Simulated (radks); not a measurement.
Initial-state core-level shifts of the gallium ion Ga3+ when its valence configuration changes from [Ar] 3d10. Method: Dirac Kohn-Sham, PBE, spin-unpolarised, spherical densities, finite nucleus; open shells are shared between the two j in proportion to 2j + 1; Fermi nuclear charge, rms radius 3.9973 fm; computed with a radial shooting solver on a logarithmic mesh with Libxc functionals. Shifts are changes of the shell-averaged eigenvalues in eV (positive: less bound); the change of the density at the nucleus, which sets a Mossbauer isomer shift, is in e/bohr^3, on a base of 2.823e+04.

| valence | 1s | 2s | 2p | 3p | density at nucleus |
|---|---|---|---|---|---|
| 3d9 4p1 | -11.724 | -12.787 | -12.688 | -10.784 | +4.444 |
| 3d9 4s1 | -10.204 | -11.321 | -11.228 | -9.277 | +26.393 |
| 3d8 4s1 4p1 | -22.981 | -25.345 | -25.146 | -20.654 | +34.427 |
| 3d9.5 4s0.5 | -4.957 | -5.494 | -5.448 | -4.548 | +12.540 |
| 3d8.5 4s0.5 4p1 | -17.220 | -18.913 | -18.764 | -15.646 | +18.759 |
| 3d8 4s2 | -21.520 | -23.923 | -23.731 | -19.211 | +58.185 |
| 3d7.5 4s0.5 4p2 | -30.396 | -33.439 | -33.180 | -27.174 | +26.096 |
| 3d7.5 4s1.5 4p1 | -29.002 | -32.075 | -31.825 | -25.796 | +51.498 |
| 3d6 4s2 4p2 | -49.865 | -55.275 | -54.864 | -43.210 | +83.076 |
